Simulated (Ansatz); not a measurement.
Reaction (formal exchange of groups at the Si–C bond): `NC1([SiH3])CO1` + `[CH3][AlH][S][SiH3]` → `[SiH3][CH2][AlH][S][SiH3]` + `NC1CO1`

Gas-phase electronic energies from Ansatz, PBE0-D4/def2-TZVP geometries. CCSD(T)/CBS adds triple-zeta CCSD(T) − MP2 to the extrapolated MP2 energy (def2 sets, frozen cores). DFT in def2-TZVPP. B3LYP here is the variant with VWN-RPA as its local correlation; programs differ in this. One conformer a species, not always the lowest.

Q: Is it downhill or uphill in electronic energy at CCSD(T)/CBS, and by how much? (Estimate.)

A: The calculation gave: Downhill: ΔE = -23.9 kJ/mol.

Q: What do these levels give: PBE-D4, PBE0-D4, B2PLYP, PBE, r2SCAN, B3LYP, SCS-MP2/def2-TZVPP, CCSD/def2-TZVPP, CCSD(T)/def2-TZVPP, MP2/def2-QZVPP, HF/CBS(def2), MP2/CBS(def2)? (Best estimate.)

A: Ansatz gave: PBE-D4 -21.6, PBE0-D4 -26.0, B2PLYP -21.5, PBE -20.3, r2SCAN -22.1, B3LYP -20.1, SCS-MP2/def2-TZVPP -23.7, CCSD/def2-TZVPP -25.3, CCSD(T)/def2-TZVPP -24.4, MP2/def2-QZVPP -24.0, HF/CBS(def2) -27.8, MP2/CBS(def2) -23.7 kJ/mol.

Largest T1 diagnostic among the species: 0.012.

In def2-TZVPP, CCSD(T) changes the Hartree–Fock value by +3.2 kJ/mol (the triples alone add +1.0 kJ/mol) and MP2 by +3.4 kJ/mol. From PBE to PBE0 (25 % exact exchange), in def2-TZVPP and without D4, ΔE moves by −4.2 kJ/mol.
